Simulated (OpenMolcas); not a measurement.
P I.

| Quantity | Value |
| --- | --- |
| Program | OpenMolcas 26.06 |
| Basis | ANO-RCC-VQZP [6s5p3d2f1g] |
| Scalar Hamiltonian | DKH2, point nucleus |
| Active space | 3 electrons in 9 orbitals (RAS2 3p; RAS3 3d 4s, at most 1 electron) |
| State averaging | 2S+1 = 4 odd, 1 root; 2S+1 = 2 odd, 8 roots; 2S+1 = 4 even, 15 roots; 2S+1 = 2 even, 18 roots |
| Spin-orbit coupling | state interaction with AMFI integrals over the reference wave functions, term energies averaged over their components |

Two sets of levels on these reference wave functions, in eV above 3s² 3p³ ⁴S°_3/2: one from RASSCF and one from MS-RASPT2, IPEA 0.25 Eh, imaginary shift 0.1 Eh (closed shells correlated: 2s 2p 3s).

```json
{"Level": "3s² 3p³ ⁴S°_3/2", "Set 1": "0.0000", "Set 2": "0.0000"}
{"Level": "3s² 3p³ ²D°_3/2", "Set 1": "1.444", "Set 2": "1.903"}
{"Level": "3s² 3p³ ²D°_5/2", "Set 1": "1.445", "Set 2": "1.904"}
{"Level": "3s² 3p³ ²P°_1/2", "Set 1": "2.799", "Set 2": "3.147"}
{"Level": "3s² 3p³ ²P°_3/2", "Set 1": "2.800", "Set 2": "3.148"}
{"Level": "3s² 3p² 4s ⁴P_1/2", "Set 1": "7.479", "Set 2": "7.788"}
{"Level": "3s² 3p² 4s ⁴P_3/2", "Set 1": "7.494", "Set 2": "7.804"}
{"Level": "3s² 3p² 4s ⁴P_5/2", "Set 1": "7.521", "Set 2": "7.830"}
{"Level": "3s² 3p² 4s ²P_1/2", "Set 1": "7.893", "Set 2": "8.413"}
{"Level": "3s² 3p² 4s ²P_3/2", "Set 1": "7.923", "Set 2": "8.443"}
```

Q: Which set is which?

A: Set 1 is MS-RASPT2. Its levels of the other terms of 3s² 3p³ lie at 0.76 to 0.89 of the other set's values, as expected, since terms of lower spin or lower L gain more correlation energy than the Hund ground term. Against 9 measured levels (NIST Handbook of Basic Atomic Spectroscopic Data) the mean absolute deviation is 3600 cm-1 with it and 6900 cm-1 without; single levels miss by up to 5800 cm-1 with it.

CASPT2 breaks the degeneracy within a term, and the mean is taken; among the terms shown or strongly mixed into the levels shown the widest spread is 490 cm-1 (3s² 3p³ ²D°, MS-RASPT2). Over all roots computed the reference weight is 0.90 to 0.96 in MS-RASPT2; the roots of lowest weight are the least certain, and an intruder state may touch them. ANO sets are built for valence states and can reach diffuse excited orbitals poorly, and with the s shell closed the s pⁿ⁺¹ terms that mix with these levels are absent. With the s shell closed, the reference lacks s² → p² mixing. Without dynamic correlation excited terms often stand tens of per cent too high (terms of higher spin than the ground term too low), and those without a measured partner can miss by more than the paired ones (holds for RASSCF). Some terms miss by over 15 % even with CASPT2, which points to a basis or an active space too small for the shells correlated (holds for MS-RASPT2). Computed and measured levels are paired by configuration, term and J; levels that our copy of the source lacks, or whose pairing is in doubt (as where it misses far off the trend of its configuration), stay unpaired and out of the deviations. Levels of configurations outside the active space are missing. Levels that lie high or do not pair safely by name in every column are left out.

° marks odd parity.
